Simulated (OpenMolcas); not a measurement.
An OpenMolcas run meant for Cu²⁺ (ANO-R2, X2C; inactive shells 1s 2s 2p 3s 3p; intended active space 9 electrons in 5 orbitals (3d)). One step of its input:

```
&RASSCF
FileOrb=start.orb
Symmetry=2
Spin=2
nActEl=9 0 0
Inactive=3 6
Ras2=5 0
CIRoot=5 5 1
SDav=5
CIMx=300
Iter=60 100
PrWF=0.3
OrbListing=Nothing
MaxOrb=0
Atom
>>> COPY $Project.JobIph JOB001
```

Lines from the output:

```
...
      Number of secondary orbitals              47
      Spin quantum number                      0.5
      State symmetry                             2
Orbital specifications:
      -----------------------

      Symmetry species                           1   2
                                                ag  au
      Frozen orbitals                            0   0
      Inactive orbitals                          3   6
      Active orbitals                            5   0
      RAS1 orbitals                              0   0
      RAS2 orbitals                              5   0
      RAS3 orbitals                              0   0
      Secondary orbitals                        27  20
      Deleted orbitals                           0   0
      Number of basis functions                 35  26
      Number of CSFs                             0
      Number of root(s) required                 5
 ************ ERROR ***********
  You can't ask for more roots
  than there are configurations
 ******************************
--- Stop Module: rasscf at  /rc=_RC_INPUT_ERROR_ ---
.####################.
.# User input error #.
.####################.
```

Problem. What is wrong with the input?

Solution. The state symmetry names the wrong parity for these configurations.
